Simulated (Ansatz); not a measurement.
(HGaSe)4 cubane (Ga₄H₄Se₄). Total charge 0; singlet. Geometry PBE-D4/def2-SVP.

```xyz
12

Ga   -0.518    0.843   -1.718
H    -0.929    1.510   -3.076
Se    1.905    0.783   -1.087
Ga    0.911    1.338    1.145
H     1.632    2.395    2.050
Se   -1.444    1.780    0.414
Ga   -1.622   -0.666    0.925
H    -2.905   -1.192    1.656
Se   -1.070   -1.572   -1.344
Ga    1.229   -1.515   -0.352
H     2.202   -2.713   -0.630
Se    0.609   -0.991    2.018
```

Single mean-field runs in def2-TZVP are fitted with def2-universal-jkfit.

Q: Estimate the orbital energies around the gap (eV) in Ansatz with HF/def2-TZVP, PBE-D4/def2-SVP, PBE-D4/def2-TZVP, r2SCAN-D4/def2-TZVP, BHLYP-D4/def2-TZVP.

A: 
| orbital | HF/def2-TZVP | PBE-D4/def2-SVP | PBE-D4/def2-TZVP | r2SCAN-D4/def2-TZVP | BHLYP-D4/def2-TZVP |
| --- | --- | --- | --- | --- | --- |
| HOMO−5 | -10.52 | -7.09 | -7.07 | -7.38 | -9.03 |
| HOMO−4 | -10.52 | -7.09 | -7.06 | -7.38 | -9.03 |
| HOMO−3 | -10.52 | -7.09 | -7.06 | -7.38 | -9.03 |
| HOMO−2 | -9.82 | -6.44 | -6.43 | -6.74 | -8.37 |
| HOMO−1 | -9.82 | -6.44 | -6.43 | -6.74 | -8.37 |
| HOMO | -9.82 | -6.44 | -6.43 | -6.74 | -8.37 |
| LUMO | 1.43 | -2.23 | -2.32 | -2.15 | -0.74 |
| LUMO+1 | 1.43 | -2.23 | -2.32 | -2.15 | -0.74 |
| LUMO+2 | 1.43 | -2.23 | -2.32 | -2.15 | -0.74 |
| LUMO+3 | 2.65 | -1.13 | -1.19 | -0.89 | 0.41 |
| LUMO+4 | 2.65 | -1.13 | -1.19 | -0.89 | 0.41 |
| LUMO+5 | 2.65 | -1.13 | -1.19 | -0.89 | 0.41 |
